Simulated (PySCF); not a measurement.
**Relaxation of quartet RuF₃**

All numbers come from PySCF, UPBE0, basis Ru x2c-TZVPall, F x2c-TZVPall (spin-free X2C, no spin–orbit coupling, density fitting). A (50,194) grid was used.

A start at or just off a symmetric point, pushed along the force that breaks its symmetry, of C2v symmetry, free to break it:

```xyz
4
charge 0 multiplicity 4, angstrom
Ru   -0.0084    0.0000    0.0000
F     1.8074    0.0010    0.0000
F    -0.8820    1.6515    0.0000
F    -0.8802   -1.6524    0.0000
```

**Question.** What forces act on the atoms at the start (eV/Å)?

**Answer.** 
| atom | Fx | Fy | Fz |
| --- | --- | --- | --- |
| Ru1 | -1.46 | 0.00 | 0.00 |
| F2 | 0.10 | 0.00 | 0.00 |
| F3 | 0.68 | 0.16 | 0.00 |
| F4 | 0.68 | -0.16 | 0.00 |

**Question.** What does it relax to?

**Answer.** It ends at C2v with Ru–F 1.828 Å, Ru–F 1.843 Å (×2); F–Ru–F 100.3° (×2), F–Ru–F 159.4° (after a last refinement on a finer grid). A frequency run shows a minimum. Other isomers or separated fragments may lie lower.

**Question.** How much energy is released, and in how many steps?

**Answer.** 44.0 kJ/mol in 5 steps.

Open d and f shells are described by one determinant, and the ground state may have another occupation or spin.
